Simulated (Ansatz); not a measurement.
Input file:

```yaml
crystal:
  periodic: [false, false, false]
  atoms:
    - { symbol: Sn, position_ang: [0.063951, -0.145897, -0.11072] }
    - { symbol: O, position_ang: [0.131833, -0.080102, 2.068] }
    - { symbol: H, position_ang: [-0.708374, -0.12058, 2.539193] }
    - { symbol: H, position_ang: [1.597579, 0.246235, -0.73448] }
    - { symbol: H, position_ang: [-0.919574, 1.283391, -0.10752] }
    - { symbol: H, position_ang: [-0.872076, -1.379818, -0.83229] }
    - { symbol: F, position_ang: [1.043987, -1.834957, 1.027682] }
    - { symbol: H, position_ang: [0.627274, -1.092871, 1.874435] }
basis:
  gaussian: { orbitals: def2-SVP }
hamiltonian:
  xc: pbe0
phonons: {}
```

Launched with:

```bash
$ ansatz run input.yaml --threads 1 --pin off --max-ram 2048MiB --backend cpu --events-out ev --progress --plain --runs-dir out
```

Hardware: 1 thread of Arm Neoverse N1, on a shared host.

Roughly how long does this run take, and how much memory?

3 min, with a peak of 0.15 GiB, for 0 ionic steps.
